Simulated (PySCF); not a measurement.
Compound: H7NPSi2 (charge -1).
Numbering: `[SiH3:1][N-:2][SiH2:3][PH2:4]` (hydrogens: H5, H6, H7 on Si1; H8, H9 on Si3; H10, H11 on P4)

The same species was optimised twice, with GFN2-xTB and with PBE0-D3(BJ)/def2-SVP (PySCF), and the same property calculations (PySCF, gas phase) were run on both structures.

```tsv
coordinate	GFN2-xTB	PBE0-D3(BJ)/def2-SVP	change
P4–H10 (Å)	1.372	1.432	+0.060
P4–H11 (Å)	1.373	1.432	+0.059
Si1–H7 (Å)	1.484	1.520	+0.036
Si1–H6 (Å)	1.492	1.527	+0.035
Si1–H5 (Å)	1.493	1.528	+0.035
Si3–H9 (Å)	1.492	1.525	+0.033
Si3–H8 (Å)	1.485	1.517	+0.032
Si3–P4 (Å)	2.299	2.328	+0.029
Si1–N2 (Å)	1.678	1.658	-0.020
N2–Si3 (Å)	1.659	1.645	-0.014
N2–Si1–H7 (°)	107.3	113.6	+6.3
Si1–N2–Si3 (°)	139.1	143.1	+4.0
H5–Si1–H7 (°)	105.8	101.9	-3.9
N2–Si3–P4 (°)	116.6	119.9	+3.3
H8–Si3–H9 (°)	105.7	102.9	-2.8
H6–Si1–H7 (°)	105.2	102.5	-2.7
N2–Si3–H8 (°)	112.4	114.5	+2.1
Si3–P4–H11 (°)	93.0	94.9	+1.9
Si1–N2–Si3–P4 (°)	-32	-44	-12
```

Rotational constants: A = 5910, B = 1618, C = 1326 MHz (GFN2-xTB) against A = 6506, B = 1464, C = 1248 MHz (PBE0-D3(BJ)/def2-SVP). Point groups within 0.08 Å: C1 and C1.

On the GFN2-xTB structure: Si1s of Si1 (eV) 1841.44 [delta-SCF UKS SCAN, pcX-2 on the ionised atom, pcseg-1 elsewhere, spin-free X2C]; Si2p of Si1 (eV) 101.73 [delta-SCF UKS SCAN, pcX-2 on the ionised atom, pcseg-1 elsewhere, spin-free X2C]; N1s of N2 (eV) 396.82 [delta-SCF UKS SCAN, pcX-2 on the ionised atom, pcseg-1 elsewhere, spin-free X2C]; Si1s of Si3 (eV) 1841.41 [delta-SCF UKS SCAN, pcX-2 on the ionised atom, pcseg-1 elsewhere, spin-free X2C]; Si2p of Si3 (eV) 101.70 [delta-SCF UKS SCAN, pcX-2 on the ionised atom, pcseg-1 elsewhere, spin-free X2C]; P1s of P4 (eV) 2144.82 [delta-SCF UKS SCAN, pcX-2 on the ionised atom, pcseg-1 elsewhere, spin-free X2C]; P2p of P4 (eV) 131.67 [delta-SCF UKS SCAN, pcX-2 on the ionised atom, pcseg-1 elsewhere, spin-free X2C].

**Question.** What do these properties become on the PBE0-D3(BJ)/def2-SVP structure?

**Answer.** 
```csv
property,level,on GFN2-xTB,on PBE0-D3(BJ)/def2-SVP,change
Si1s of Si1 (eV),"delta-SCF UKS SCAN, pcX-2 on the ionised atom, pcseg-1 elsewhere, spin-free X2C",1841.44,1841.63,+0.19
Si2p of Si1 (eV),"delta-SCF UKS SCAN, pcX-2 on the ionised atom, pcseg-1 elsewhere, spin-free X2C",101.73,101.88,+0.15
N1s of N2 (eV),"delta-SCF UKS SCAN, pcX-2 on the ionised atom, pcseg-1 elsewhere, spin-free X2C",396.82,397.04,+0.22
Si1s of Si3 (eV),"delta-SCF UKS SCAN, pcX-2 on the ionised atom, pcseg-1 elsewhere, spin-free X2C",1841.41,1841.62,+0.21
Si2p of Si3 (eV),"delta-SCF UKS SCAN, pcX-2 on the ionised atom, pcseg-1 elsewhere, spin-free X2C",101.70,101.88,+0.18
P1s of P4 (eV),"delta-SCF UKS SCAN, pcX-2 on the ionised atom, pcseg-1 elsewhere, spin-free X2C",2144.82,2145.12,+0.30
P2p of P4 (eV),"delta-SCF UKS SCAN, pcX-2 on the ionised atom, pcseg-1 elsewhere, spin-free X2C",131.67,131.89,+0.22
```

The heavy atoms differ by 0.105 Å rms after alignment. Among all bonds P4–H10 and P4–H11 change most and about equally (+0.059 to +0.060 Å). Changes are differences of the printed values. Neither structure is proved a minimum here. One conformer (not necessarily the lowest) at the PBE0-D3(BJ)/def2-SVP geometry, without solvent, vibrations or thermal averaging. The geometry's basis has no diffuse functions, a weakness for an anion.

Shape of the structure used: `[SiH3:1][N-:2][SiH2:3][PH2:4]`: Si1–N2–Si3–P4 -44°, H–P4–Si3–N2 -43°, H–P4–Si3–N2 50°.
